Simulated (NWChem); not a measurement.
Molecule: CdI$_{2}$; SMILES [I][Cd][I]

def2 effective core potentials on Cd, I; no spin-orbit coupling.

Task: Give the equilibrium geometry at PBE0/def2-SVP with def2 effective core potentials on Cd, I (NWChem) as a list of bonds and angles, with the point group.

Result: point group D*h; any orientation.
Bonded distances (Å): Cd1–I2 2.593, Cd1–I3 2.593. Angles (°): I2–Cd1–I3 180.0.
